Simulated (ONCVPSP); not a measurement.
# What the settings do to the ONCV potential of strontium

Base potential:

Sr (Z = 38), optimised norm-conserving Vanderbilt (ONCV), made with ONCVPSP 4.0.1 (LDA (Perdew-Wang 92), scalar-relativistic). Core [Ar] 3d10, reference 4s2 4p6 5s2. Waves: 4s+5s: rc 2.45 bohr, ncon 3, nbas 6, qcut 6.5 1/bohr, 2 projectors; 4p: rc 1.90 bohr, ncon 5, nbas 9, qcut 5.8 1/bohr, 3 projectors, debl 1.6 Ha; d scattering state at 0.03 Ha: rc 2.60 bohr, ncon 3, nbas 6, qcut 3.2 1/bohr, 2 projectors, debl 2.5 Ha. Local part: polynomial inside 1.70 bohr (lpopt 5, dvloc0 0 Ha). Core correction: Teter function, fcfact 4.5, rcfact 1.1.

In the d channel the program set the typed energies aside and used 0.050, 2.550 Ha.

All-electron outer shells of the reference configuration (LDA (PZ), scalar-relativistic, ld1.x):

```
shell  level (eV)  outermost node (bohr)  outermost maximum (bohr)
   4s      -40.91                   0.59                      1.19
   4p      -22.85                   0.61                      1.32
   5s       -3.64                   1.65                      3.62
```

Cutoffs, loose and tight: the cutoffs (Ha) at which the residual kinetic energy of the hardest occupied pseudo-wave falls to 1 and 0.1 mHa per electron. They do not see the model core or the augmentation charge, which bear on the density cutoff. Test errors are all-electron minus pseudo excitation energies from the reference, over the configurations 4s2 4p6 5s1; 4s2 4p6 5s0; 4s2 4p6 5s1.5; 4s1 4p6 5s2. A dash means not determined; rows that change the core or the reference have their own tests.

| change | outcome | cutoff, loose | cutoff, tight | bound ghosts | GHOST(+) flags above zero | largest test error (meV) |
| --- | --- | --- | --- | --- | --- | --- |
| base | generated, projector energies reset by the program | 12 Ha | 22 Ha | none | d | -191 |
| p: qcut 3.8 | generated, projector energies reset by the program | 9.1 Ha | 57 Ha | none | d | -184 |
| p: qcut 4.4 | generated, projector energies reset by the program | 9.1 Ha | 61 Ha | none | d | -183 |
| p: qcut 6.8 | generated, projector energies reset by the program | 16 Ha | 20 Ha | none | d | -199 |
| p: qcut 8.6 | generated, projector energies reset by the program | 22 Ha | 27 Ha | none | d | -211 |

Task: What comes out with this change to the base: p: qcut 6?

Result: outcome: generated, projector energies reset by the program; cutoff, loose: 13 Ha; cutoff, tight: 18 Ha; bound ghosts: none; GHOST(+) flags above zero: d; largest test error (meV): -192.

Task: What comes out with this change to the base: p: qcut 7.7?

Result: outcome: generated, projector energies reset by the program; cutoff, loose: 19 Ha; cutoff, tight: 23 Ha; bound ghosts: none; GHOST(+) flags above zero: d; largest test error (meV): -205.

Task: What comes out with this change to the base: p: qcut 5.4?

Result: outcome: generated, projector energies reset by the program; cutoff, loose: 11 Ha; cutoff, tight: 38 Ha; bound ghosts: none; GHOST(+) flags above zero: d; largest test error (meV): -187.

Reading the sweep of the qcut of the p channel (base included, trends over the rows without a ghost): The loose cutoff rises from 9.1 Ha at 3.8 to 22 Ha at 8.6 1/bohr. The waves are optimised to have the least kinetic energy above qcut, so the cutoff follows it (qcut²/2 in Ha). The median size of the test errors (rows with all tests solved) stays near 2.1 meV.
